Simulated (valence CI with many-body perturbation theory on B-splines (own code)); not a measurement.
# E1 line list for Os XLV

Calculated by relativistic CI+MBPT: four valence electrons over a frozen Dirac-Fock core [Ar] 3d10, a basis of 11 s, 11 p, 10 d, 8 f, 5 g, 2 h functions for each j, with the one-electron correlation potential Σ1, the two-electron term Σ2, the three-electron term Σ3, Breit, model QED; selected CI, second order for the rest, scaled by the run's own slope (own B-spline code, finite nucleus).

The last digits are not significant, and no measured levels were compared; by estimate large intervals hold to a few tenths of a per cent, small ones and those within an open d or f shell to about a per cent. Among the levels kept, up to 430 cm⁻¹ of a level comes from second order outside the variational space, and about a tenth of that is noise between levels of different J, which matters for small intervals.

Lines 151 to 200 of 548 in falling wavelength, among levels below 715.62 eV, chosen from the strongest by gf and those to the six lowest levels. Wavelengths and rates use the calculated energies. Electric multipoles are in the length gauge, E1 and E2 with the static RPA response of the core. Weak lines are less certain than strong ones. Lines between different terms over intervals too small for the method are left out, as are lines whose strength nearly cancels. Where a level lies close to another of its J and parity, the split of strength between their lines is uncertain. The highest levels of a list are the least certain.

Levels are named by their leading jj configuration (3d3/2^4 stands for four electrons in 3d with j = 3/2), which in mixed levels can hold well under half, so a name can repeat and another be missing. Letters in brackets count levels of one name in rising energy.

| λ vac (nm) | Upper | Lower | A (s⁻¹) | S (a.u.) |
| --- | --- | --- | --- | --- |
| 6.385 | (4s 4p1/2 4p3/2 4f7/2) J=4 [e] | (4s 4p1/2 4p3/2 4d5/2) J=3 [b] | 3.76e+11 | 4.35e-01 |
| 6.384 | (4s 4p1/2 4p3/2 4d5/2) J=3 [d] | (4s 4p1/2 4p3/2^2) J=2 [b] | 5.07e+11 | 4.56e-01 |
| 6.384 | (4s 4p1/2 4d3/2 4d5/2) J=2 [a] | (4s 4p1/2 4p3/2 4d3/2) J=1 [a] | 9.23e+10 | 5.93e-02 |
| 6.383 | (4p1/2^2 4p3/2 4d5/2) J=3 | (4p1/2^2 4p3/2^2) J=2 | 5.59e+11 | 5.03e-01 |
| 6.383 | (4s^2 4d5/2^2) J=2 [a] | (4s^2 4p3/2 4d5/2) J=2 | 2.35e+11 | 1.51e-01 |
| 6.374 | (4s 4p1/2 4p3/2 4d5/2) J=1 [b] | (4s 4p1/2 4p3/2^2) J=0 | 2.76e+11 | 1.06e-01 |
| 6.369 | (4s 4p1/2 4p3/2 4d5/2) J=2 [c] | (4s 4p1/2 4p3/2^2) J=1 [a] | 2.25e+11 | 1.44e-01 |
| 6.368 | (4s 4p1/2 4d5/2^2) J=3 [a] | (4s 4p1/2 4p3/2 4d5/2) J=3 [a] | 2.31e+11 | 2.06e-01 |
| 6.356 | (4s 4p1/2 4p3/2 4d5/2) J=2 [d] | (4s 4p1/2 4p3/2^2) J=1 [b] | 4.77e+11 | 3.02e-01 |
| 6.350 | (4p1/2^2 4p3/2 4d3/2) J=3 | (4s 4p1/2^2 4d5/2) J=2 | 6.59e+10 | 5.83e-02 |
| 6.349 | (4s 4p1/2 4p3/2 4f5/2) J=2 [c] | (4s 4p1/2 4p3/2 4d5/2) J=2 [a] | 9.03e+10 | 5.71e-02 |
| 6.343 | (4s 4p1/2 4d3/2 4d5/2) J=3 [b] | (4s 4p1/2 4p3/2 4d3/2) J=4 | 5.00e+10 | 4.41e-02 |
| 6.341 | (4s 4p1/2 4d3/2 4d5/2) J=3 [d] | (4s 4p1/2 4p3/2 4d3/2) J=2 [c] | 5.47e+10 | 4.82e-02 |
| 6.340 | (4s 4p1/2 4p3/2 4f7/2) J=5 [d] | (4s 4p1/2 4p3/2 4d5/2) J=4 [b] | 2.44e+11 | 3.37e-01 |
| 6.336 | (4s 4p1/2 4p3/2 4f7/2) J=5 [a] | (4s^2 4p1/2 4f7/2) J=4 | 3.23e+10 | 4.46e-02 |
| 6.334 | (4s 4p1/2 4d5/2^2) J=3 [b] | (4s 4p1/2 4p3/2 4d5/2) J=3 [a] | 6.30e+10 | 5.54e-02 |
| 6.333 | (4s 4p1/2 4d3/2 4d5/2) J=1 [a] | (4s 4p1/2 4p3/2 4d3/2) J=1 [a] | 1.98e+11 | 7.43e-02 |
| 6.331 | (4s 4p3/2^2 4d3/2) J=3 [a] | (4s^2 4p3/2 4d5/2) J=2 | 1.18e+11 | 1.04e-01 |
| 6.330 | (4s 4p3/2^2 4d3/2) J=2 [b] | (4s^2 4p3/2 4d5/2) J=1 | 1.52e+11 | 9.53e-02 |
| 6.326 | (4s 4p1/2 4d3/2 4d5/2) J=4 [b] | (4s^2 4p1/2 4f5/2) J=3 | 6.22e+10 | 6.99e-02 |
| 6.324 | (4s 4p1/2 4d3/2 4d5/2) J=1 [a] | (4s 4p1/2 4p3/2 4d3/2) J=0 [a] | 1.73e+11 | 6.47e-02 |
| 6.315 | (4s 4p3/2^2 4d5/2) J=2 [a] | (4s 4p3/2^3) J=2 | 2.03e+11 | 1.26e-01 |
| 6.309 | (4s 4p1/2 4d5/2^2) J=4 | (4s 4p1/2 4p3/2 4d3/2) J=3 [b] | 2.04e+11 | 2.28e-01 |
| 6.305 | (4s 4p1/2 4p3/2 4d5/2) J=2 [d] | (4s 4p1/2 4p3/2^2) J=2 [b] | 8.88e+10 | 5.49e-02 |
| 6.297 | (4s 4p1/2 4p3/2 4f7/2) J=2 [b] | (4s 4p1/2 4p3/2 4d5/2) J=2 [a] | 9.43e+10 | 5.81e-02 |
| 6.283 | (4s 4p1/2 4p3/2 4d5/2) J=3 [b] | (4s 4p1/2 4p3/2^2) J=2 [a] | 1.57e+11 | 1.34e-01 |
| 6.279 | (4s 4p1/2 4d5/2^2) J=4 | (4s 4p1/2 4p3/2 4d5/2) J=4 [a] | 8.24e+10 | 9.06e-02 |
| 6.266 | (4s 4p1/2 4p3/2 4f5/2) J=4 [b] | (4s 4p1/2 4p3/2 4d3/2) J=3 [c] | 1.20e+11 | 1.32e-01 |
| 6.245 | (4s 4p1/2 4d3/2 4d5/2) J=3 [b] | (4s^2 4p1/2 4f5/2) J=3 | 9.80e+10 | 8.24e-02 |
| 6.238 | (4s 4p1/2^2 4d5/2) J=2 | (4s 4p1/2^2 4p3/2) J=2 | 8.09e+10 | 4.84e-02 |
| 6.235 | (4s^2 4d5/2^2) J=4 [b] | (4s^2 4p3/2 4d5/2) J=3 | 6.36e+11 | 6.85e-01 |
| 6.233 | (4s 4p1/2 4d3/2 4d5/2) J=2 [b] | (4s^2 4p1/2 4f5/2) J=3 | 7.95e+10 | 4.75e-02 |
| 6.226 | (4s 4p1/2 4p3/2 4d5/2) J=2 [d] | (4s 4p1/2 4p3/2^2) J=1 [a] | 1.99e+11 | 1.18e-01 |
| 6.216 | (4p1/2 4p3/2^2 4d3/2) J=3 | (4s 4p1/2 4p3/2 4d5/2) J=2 [b] | 7.44e+10 | 6.17e-02 |
| 6.214 | (4s 4p1/2 4p3/2 4f5/2) J=3 [b] | (4s 4p1/2 4p3/2 4d3/2) J=2 [c] | 1.08e+11 | 8.98e-02 |
| 6.212 | (4s 4p1/2 4p3/2 4d5/2) J=4 [c] | (4s 4p1/2 4p3/2^2) J=3 | 5.15e+11 | 5.49e-01 |
| 6.209 | (4s 4p1/2 4p3/2 4f7/2) J=5 [b] | (4s 4p1/2 4p3/2 4d5/2) J=4 [a] | 8.70e+10 | 1.13e-01 |
| 6.207 | (4s 4p1/2 4p3/2 4f7/2) J=4 [e] | (4s 4p1/2 4p3/2 4d5/2) J=3 [a] | 1.22e+11 | 1.29e-01 |
| 6.201 | (4s 4p1/2 4p3/2 4f5/2) J=1 [b] | (4s 4p1/2 4p3/2 4d3/2) J=1 [c] | 1.36e+11 | 4.81e-02 |
| 6.195 | (4s 4p3/2^2 4d5/2) J=2 [b] | (4s 4p3/2^3) J=2 | 8.07e+11 | 4.74e-01 |
| 6.178 | (4s^2 4p3/2 4f7/2) J=3 | (4s^2 4p3/2 4d3/2) J=3 | 4.69e+10 | 3.82e-02 |
| 6.170 | (4s 4p3/2^2 4d5/2) J=2 [c] | (4s 4p3/2^3) J=1 | 1.14e+12 | 6.58e-01 |
| 6.163 | (4s^2 4p3/2 4d5/2) J=3 | (4s^2 4p3/2^2) J=2 | 8.29e+11 | 6.71e-01 |
| 6.161 | (4s 4p1/2 4d5/2^2) J=3 [a] | (4s 4p1/2 4p3/2 4d5/2) J=2 [a] | 1.00e+11 | 8.08e-02 |
| 6.153 | (4s 4p1/2 4p3/2 4f7/2) J=4 [b] | (4s 4p1/2 4p3/2 4d3/2) J=3 [b] | 1.79e+11 | 1.85e-01 |
| 6.142 | (4s 4p1/2 4p3/2 4f5/2) J=2 [b] | (4s 4p1/2 4p3/2 4d3/2) J=2 [c] | 1.91e+11 | 1.09e-01 |
| 6.140 | (4s 4p1/2 4p3/2 4f5/2) J=4 [c] | (4s 4p1/2 4p3/2 4d5/2) J=3 [b] | 7.49e+10 | 7.71e-02 |
| 6.132 | (4s 4p1/2 4p3/2 4f5/2) J=2 [b] | (4s 4p1/2 4p3/2 4d3/2) J=1 [b] | 7.89e+10 | 4.49e-02 |
| 6.129 | (4s 4p1/2 4d5/2^2) J=1 [a] | (4s 4p1/2 4p3/2 4d5/2) J=2 [b] | 1.33e+11 | 4.52e-02 |
| 6.128 | (4s 4p1/2 4p3/2 4f5/2) J=0 | (4s 4p1/2 4p3/2 4d3/2) J=1 [b] | 3.33e+11 | 3.78e-02 |
